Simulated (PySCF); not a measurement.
Process, species as SMILES: C=[SiH2] (CH2-SiH2) → [SiH-]=C + H+
B3LYP-D3(BJ)/def2-TZVP geometries, fixed; electronic energies without zero-point terms.

Effect of the auxiliary basis of density fitting at r2SCAN/def2-SVP with PySCF, against the last row, where the deprotonation energy is 368.86 kcal/mol. The proton leaves the site shown, which need not be the most acidic.

```tsv
setting	fitting functions, largest species	largest shift of a total energy (mEh)	shift of the deprotonation energy (kcal/mol)
density fitting: autoaux	347	-0.037	-0.011
density fitting: def2-universal-jkfit	275	-0.090	-0.008
density fitting: cc-pvtz-jkfit	320	-0.037	-0.001
density fitting: cc-pvqz-jkfit	458	-0.027	-0.001
density fitting: weigend	144	-0.228	0.026
density fitting: none	-	0.000	0.000
```

Within 0.02 kcal/mol in the deprotonation energy: density fitting: autoaux; density fitting: def2-universal-jkfit; density fitting: cc-pvtz-jkfit; density fitting: cc-pvqz-jkfit. The largest shift is 0.228 mEh in a total energy and 0.026 kcal/mol in the difference.
